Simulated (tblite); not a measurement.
C7H13 (doublet state).
Structure used (GFN2-xTB), in Å, numbered top down from 1:
```
atom  x, y, z in Å
C1    -2.9874    0.8683   -0.1391
C2    -1.4867    0.7364   -0.3633
C3    -0.9601   -0.6211    0.1083
C4     0.4887   -0.7622   -0.1165
C5     1.5173   -1.6282    0.4686
C6     1.6687   -0.1124    0.4633
C7     2.7302    0.5142   -0.4129
H8    -3.3423    1.8354   -0.4871
H9    -3.5239    0.0917   -0.6806
H10   -3.2270    0.7762    0.9184
H11   -0.9624    1.5290    0.1747
H12   -1.2634    0.8537   -1.4256
H13   -1.4910   -1.4246   -0.4135
H14   -1.1880   -0.7392    1.1815
H15    2.1716   -2.1840   -0.1911
H16    1.3178   -2.1529    1.3986
H17    1.5465    0.4101    1.4126
H18    3.6978    0.5005    0.0872
H19    2.4728    1.5487   -0.6356
H20    2.8154   -0.0288   -1.3509
```

Calculated harmonic vibrations of the isolated species, GFN2-xTB (tblite), most abundant isotopes, no scaling. Errors from tens to a few hundred cm⁻¹ against measured bands are possible. One conformer, not necessarily the lowest. Open shells enter through the occupations alone, without spin polarisation, and single modes of such species can be off by tens of per cent.

Harmonic wavenumbers (cm⁻¹): 47.6, 73.9, 97.4, 172.5, 212.2, 230.3, 282.2, 362.7, 402.6, 434.3, 764.3, 801.5, 820.2, 870.8, 888.9, 921.1, 945.4, 1008.3, 1039.5, 1045.7, 1090.4, 1096.2, 1115.6, 1130.5, 1142.6, 1163.5, 1218.6, 1262.2, 1277.7, 1287.1, 1353.5, 1405.2, 1416.1, 1424.8, 1450.8, 1492.2, 1494.6, 1497.8, 1505.5, 1506.8, 1525.8, 2804.9, 2934.8, 2938.9, 2975.2, 2988.2, 2989.1, 3008.9, 3018.2, 3027.0, 3030.6, 3037.6, 3039.2, 3042.2.

A = 5678, B = 1253, C = 1090 MHz; mass 97.102 u (most abundant isotopes); point group C1, symmetry number 1; spin multiplicity 2.

Task: Zero-point energy?

Result: Half the sum of the wavenumbers: 39057 cm⁻¹ = 111.67 kcal/mol.

Task: What is S at 200 K and 1 bar for an ideal gas of classical rigid rotors and harmonic oscillators?

Result: Translation 37.67, rotation 26.93, vibration 16.91, spin (R ln 2) 1.38: S = 82.9 cal/(mol K).

Task: And Cp and H(200 K) − H(0)?

Result: Cp = 25.03 cal/(mol K), of which vibrations give 17.08 (their classical limit is 54 R = 107.3); H(200 K) − H(0) = 3.40 kcal/mol without the zero-point energy, 1.81 from vibrations.

Task: How do the functions run with temperature in this model?

Result: 
```json
{"T (K)": "50", "S (cal/(mol K))": "57.9", "Cp (cal/(mol K))": "12.8", "H − H(0) (kcal/mol)": "0.50", "G − H(0) (kcal/mol)": "-2.40", "ln q(vib)": "0.49"}
{"T (K)": "100", "S (cal/(mol K))": "68.3", "Cp (cal/(mol K))": "17.6", "H − H(0) (kcal/mol)": "1.26", "G − H(0) (kcal/mol)": "-5.57", "ln q(vib)": "1.61"}
{"T (K)": "298.15", "S (cal/(mol K))": "94.4", "Cp (cal/(mol K))": "33.6", "H − H(0) (kcal/mol)": "6.26", "G − H(0) (kcal/mol)": "-21.89", "ln q(vib)": "6.14"}
{"T (K)": "373.15", "S (cal/(mol K))": "102.8", "Cp (cal/(mol K))": "41.1", "H − H(0) (kcal/mol)": "9.07", "G − H(0) (kcal/mol)": "-29.28", "ln q(vib)": "7.79"}
{"T (K)": "500", "S (cal/(mol K))": "116.5", "Cp (cal/(mol K))": "53.0", "H − H(0) (kcal/mol)": "15.06", "G − H(0) (kcal/mol)": "-43.19", "ln q(vib)": "10.61"}
{"T (K)": "750", "S (cal/(mol K))": "141.6", "Cp (cal/(mol K))": "70.7", "H − H(0) (kcal/mol)": "30.68", "G − H(0) (kcal/mol)": "-75.52", "ln q(vib)": "16.18"}
{"T (K)": "1000", "S (cal/(mol K))": "163.7", "Cp (cal/(mol K))": "82.5", "H − H(0) (kcal/mol)": "49.92", "G − H(0) (kcal/mol)": "-113.74", "ln q(vib)": "21.60"}
```

q(vib) and H(0) count from the zero-point level.

Task: Blend soft modes into free rotors: weight 1/[1 + (100 cm⁻¹/ν̃)⁴] for the oscillator and the rest for a rotor with moment μB/(μ + B), μ = h/(8π²ν), B = 10⁻⁴⁴ kg m². What vibrational entropy results?

Result: 15.58 cal/(mol K) in place of 16.91, which changes −T·S at 200 K by +0.27 kcal/mol.

Task: Which modes carry the vibrational entropy at 200 K?

Result: 47.6 cm⁻¹: 4.13; 73.9 cm⁻¹: 3.27; 97.4 cm⁻¹: 2.73; 172.5 cm⁻¹: 1.68; 212.2 cm⁻¹: 1.33; 230.3 cm⁻¹: 1.20 cal/(mol K); the other 48 give 2.58 together.

Task: What must be added to the electronic energy to get the Gibbs energy at 200 K and 1 bar?

Result: ZPE + [H(200 K) − H(0)] − T·S = 111.67 + 3.40 − 16.58 = 98.49 kcal/mol.

Hindered rotation and anharmonicity are outside this model. Other conformers, if any are populated, would add a mixing term that is left out. The structure is chiral; the term R ln 2 for an equal mix with its mirror image is left out.
